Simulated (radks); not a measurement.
Initial-state core-level shifts of the nickel ion Ni3+ when its valence configuration changes from [Ar] 3d7. Calculated with a radial shooting solver on a logarithmic mesh with Libxc functionals: Dirac Kohn-Sham, BLYP, spin-unpolarised, spherical densities, finite nucleus; open shells fill j = l - 1/2 first; Fermi nuclear charge, rms radius 3.7757 fm. Shifts are changes of the shell-averaged eigenvalues in eV (positive: less bound); the change of the density at the nucleus, which sets a Mossbauer isomer shift, is in e/bohr^3, on a base of 1.961e+04.

| valence | 1s | 2p | 3s | 3p | density at nucleus |
|---|---|---|---|---|---|
| 3d5 4s2 | -20.021 | -22.300 | -18.055 | -17.572 | +44.254 |
| 3d6.5 4p0.5 | -5.213 | -5.701 | -4.895 | -4.775 | +1.726 |
| 3d6 4p1 | -10.690 | -11.718 | -9.946 | -9.701 | +3.681 |
| 3d5 4p2 | -22.349 | -24.607 | -20.401 | -19.897 | +8.259 |
| 3d6 4s1 | -9.451 | -10.505 | -8.701 | -8.466 | +19.985 |
| 3d6.5 4s0.5 | -4.578 | -5.082 | -4.257 | -4.142 | +9.476 |
| 3d4 4s2 4p1 | -32.754 | -36.418 | -29.053 | -28.312 | +53.822 |
